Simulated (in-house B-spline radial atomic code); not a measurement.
Successive ionisation energies of iridium; each step leads to the configuration of the next row (after the last: [Ar] 3d3/2(3)). Dirac energy differences include first-order Breit, QED and recoil terms. NIST's values go from ground level to ground level; the uncertainty of those that are theory runs from under 0.1 % in few-electron ions to several per cent in heavy many-electron ones. Computed with a B-spline radial code for spherical atoms: Dirac-Hartree-Fock, jj configuration that fills j = l - 1/2 first, finite nuclei.

A number in brackets counts the electrons of a j subshell.

```json
{"ion": "Ir38+", "configuration": "[Kr] 4d3/2(3)", "ionisation energy (eV)": "1740.7", "tabulated value (eV)": "1739", "tabulated kind": "tabulated theory", "computed minus tabulated (eV)": "2", "highest orbital": "4d3/2", "largest mean radius (bohr)": "0.40606"}
{"ion": "Ir39+", "configuration": "[Kr] 4d3/2(2)", "ionisation energy (eV)": "1798.7", "tabulated value (eV)": "1801", "tabulated kind": "tabulated theory", "computed minus tabulated (eV)": "-2", "highest orbital": "4d3/2", "largest mean radius (bohr)": "0.40375"}
{"ion": "Ir40+", "configuration": "[Kr] 4d3/2(1)", "ionisation energy (eV)": "1857.2", "tabulated value (eV)": "1857", "tabulated kind": "tabulated theory", "computed minus tabulated (eV)": "0", "highest orbital": "4d3/2", "largest mean radius (bohr)": "0.40147"}
{"ion": "Ir41+", "configuration": "[Ar] 3d10 4s2 4p6", "ionisation energy (eV)": "2083.0", "tabulated value (eV)": "2083", "tabulated kind": "tabulated theory", "computed minus tabulated (eV)": "0", "highest orbital": "4p3/2", "largest mean radius (bohr)": "0.39921"}
{"ion": "Ir42+", "configuration": "[Ar] 3d10 4s2 4p1/2(2) 4p3/2(3)", "ionisation energy (eV)": "?", "tabulated value (eV)": "?", "tabulated kind": "tabulated theory", "computed minus tabulated (eV)": "?", "highest orbital": "?", "largest mean radius (bohr)": "?"}
{"ion": "Ir43+", "configuration": "[Ar] 3d10 4s2 4p1/2(2) 4p3/2(2)", "ionisation energy (eV)": "2199.3", "tabulated value (eV)": "2201", "tabulated kind": "tabulated theory", "computed minus tabulated (eV)": "-2", "highest orbital": "4p3/2", "largest mean radius (bohr)": "0.39474"}
{"ion": "Ir44+", "configuration": "[Ar] 3d10 4s2 4p1/2(2) 4p3/2(1)", "ionisation energy (eV)": "?", "tabulated value (eV)": "?", "tabulated kind": "tabulated theory", "computed minus tabulated (eV)": "?", "highest orbital": "?", "largest mean radius (bohr)": "?"}
{"ion": "Ir45+", "configuration": "[Ar] 3d10 4s2 4p1/2(2)", "ionisation energy (eV)": "2434.6", "tabulated value (eV)": "2435", "tabulated kind": "tabulated theory", "computed minus tabulated (eV)": "0", "highest orbital": "4p1/2", "largest mean radius (bohr)": "0.37463"}
{"ion": "Ir46+", "configuration": "[Ar] 3d10 4s2 4p1/2(1)", "ionisation energy (eV)": "2499.8", "tabulated value (eV)": "2500", "tabulated kind": "tabulated theory", "computed minus tabulated (eV)": "0", "highest orbital": "4p1/2", "largest mean radius (bohr)": "0.37305"}
{"ion": "Ir47+", "configuration": "[Ar] 3d10 4s2", "ionisation energy (eV)": "2655.9", "tabulated value (eV)": "2656", "tabulated kind": "tabulated theory", "computed minus tabulated (eV)": "0", "highest orbital": "4s1/2", "largest mean radius (bohr)": "0.37148"}
{"ion": "Ir48+", "configuration": "[Ar] 3d10 4s1", "ionisation energy (eV)": "2721.1", "tabulated value (eV)": "2720.4", "tabulated kind": "semi-empirical", "computed minus tabulated (eV)": "1", "highest orbital": "4s1/2", "largest mean radius (bohr)": "0.36958"}
{"ion": "Ir49+", "configuration": "[Ar] 3d10", "ionisation energy (eV)": "4539.8", "tabulated value (eV)": "4540", "tabulated kind": "tabulated theory", "computed minus tabulated (eV)": "0", "highest orbital": "3d5/2", "largest mean radius (bohr)": "0.18971"}
{"ion": "Ir50+", "configuration": "[Ar] 3d3/2(4) 3d5/2(5)", "ionisation energy (eV)": "4674.4", "tabulated value (eV)": "4668", "tabulated kind": "tabulated theory", "computed minus tabulated (eV)": "6", "highest orbital": "3d5/2", "largest mean radius (bohr)": "0.18869"}
{"ion": "Ir51+", "configuration": "[Ar] 3d3/2(4) 3d5/2(4)", "ionisation energy (eV)": "4810.6", "tabulated value (eV)": "4806", "tabulated kind": "tabulated theory", "computed minus tabulated (eV)": "5", "highest orbital": "3d5/2", "largest mean radius (bohr)": "0.18768"}
{"ion": "Ir52+", "configuration": "[Ar] 3d3/2(4) 3d5/2(3)", "ionisation energy (eV)": "?", "tabulated value (eV)": "?", "tabulated kind": "tabulated theory", "computed minus tabulated (eV)": "?", "highest orbital": "?", "largest mean radius (bohr)": "?"}
{"ion": "Ir53+", "configuration": "[Ar] 3d3/2(4) 3d5/2(2)", "ionisation energy (eV)": "5087.5", "tabulated value (eV)": "5092", "tabulated kind": "tabulated theory", "computed minus tabulated (eV)": "-4", "highest orbital": "3d5/2", "largest mean radius (bohr)": "0.18567"}
{"ion": "Ir54+", "configuration": "[Ar] 3d3/2(4) 3d5/2(1)", "ionisation energy (eV)": "5228.3", "tabulated value (eV)": "5229", "tabulated kind": "tabulated theory", "computed minus tabulated (eV)": "-1", "highest orbital": "3d5/2", "largest mean radius (bohr)": "0.18468"}
{"ion": "Ir55+", "configuration": "[Ar] 3d3/2(4)", "ionisation energy (eV)": "5465.5", "tabulated value (eV)": "5466", "tabulated kind": "tabulated theory", "computed minus tabulated (eV)": "0", "highest orbital": "3d3/2", "largest mean radius (bohr)": "0.1837"}
```

(1) Fill in the row of Ir42+.

(2) Fill in the row of Ir44+.

(3) Fill in the row of Ir52+.

(4) Where is the largest jump?

## Answers

(1) ionisation energy (eV): 2140.9; tabulated value (eV): 2139; computed minus tabulated (eV): 2; highest orbital: 4p3/2; largest mean radius (bohr): 0.39685.

(2) ionisation energy (eV): 2258.1; tabulated value (eV): 2258; computed minus tabulated (eV): 0; highest orbital: 4p3/2; largest mean radius (bohr): 0.39265.

(3) ionisation energy (eV): 4948.3; tabulated value (eV): 4952; computed minus tabulated (eV): -4; highest orbital: 3d5/2; largest mean radius (bohr): 0.18667.

(4) From Ir48+ to Ir49+, by a factor of 1.67 (2721.1 to 4539.8 eV); the highest orbital goes from 4s1/2 to 3d5/2.
